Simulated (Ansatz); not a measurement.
Several settings on one geometry of BCl3 (that of the charge 0 singlet, PBE-D4/def2-TZVP). Ansatz on 2 threads of Intel Xeon Platinum 8259CL on a shared host; times are rough.

```
atom    x (Å)    y (Å)    z (Å)
  B1   0.0000   0.0000   0.0000
 Cl2   1.7475  -0.0279   0.0134
 Cl3  -0.8495   1.5274  -0.0174
 Cl4  -0.8980  -1.4994   0.0040
```

Totals from different functionals, basis sets or treatments of relativity can't be compared as stabilities.

DK, ANO-RCC and x2c sets are all-electron and run with scalar relativity unless a key says otherwise. The 6-31G sets use Cartesian d functions. Correlated methods freeze 16 core orbitals.

The spins typed aren't always the lowest for that charge.

Question: Give the basis size and estimate the energy, ⟨S²⟩ and time of these runs.

| run | method | charge | state | further keys |
| --- | --- | --- | --- | --- |
| 1 | RKS PBE0-D4/def2-TZVPP | 0 | singlet | scf: {lower_state_search: light} |
| 2 | RKS r2SCAN0/x2c-TZVPPall | 0 | singlet | scf: {omitted_lower_state_checks: [starts]}; forces asked |
| 3 | RKS rPW86-PBE-D3(BJ)-ATM/def2-mTZVPP | 0 | singlet | fitting: {mean_field: def2-universal-jkfit}; scf: {omitted_lower_state_checks: [starts]} |
| 4 | UKS PBE0/cc-pVTZ-DK | 1 | doublet | scf: {omitted_lower_state_checks: [starts]} |
| 5 | RKS PBE-QIDH/6-31++G** | 0 | singlet | fitting: {mean_field: def2-universal-jkfit}; final_grid: {core_spheres: 8, valence_spheres: 7, degree: 23}; forces asked |
| 6 | RKS BLYP-D4/def2-mTZVP | 0 | singlet | fitting: {mean_field: cc-pVTZ-jkfit}; point_charges: [{charge: 1.00, position_ang: [4.461, -0.466, -0.718]}] |
| 7 | RKS ωB97M-V/cc-pVTZ-DK | 0 | singlet | nuclear_model: gaussian |
| 8 | RHF, mp2/def2-TZVP | 0 | singlet | final_grid: {core_spheres: 20, valence_spheres: 16, degree: 47}; scf: {omitted_lower_state_checks: [starts]} |
| 9 | UKS r2SCAN50/def2-mTZVPP | 0 | singlet | – |
| 10 | ROKS ωB97M-V/def2-TZVP | 1 | doublet | fitting: {mean_field: cc-pVTZ-jkfit} |

Answer: 
| run | functions | energy (Eh) | ⟨S²⟩ | wall time |
| --- | --- | --- | --- | --- |
| 1 | 157 | -1405.1400 | – | 2.1 s |
| 2 | 157 | -1409.7632 | – | 4.6 s |
| 3 | 100 | -1406.8029 | – | 1.9 s |
| 4 | 132 | -1409.0032 | 0.75 | 4.4 s |
| 5 | 88 | -1404.7169 | – | 2.3 s |
| 6 | 85 | -1405.6013 | – | 0.75 s |
| 7 | 132 | -1409.8024 | – | 6 s |
| 8 | 142 | -1404.0032 | – | 2.4 s |
| 9 | 100 | -1405.4829 | 0.00 | 4.3 s |
| 10 | 142 | -1405.1201 | – | 17 s |
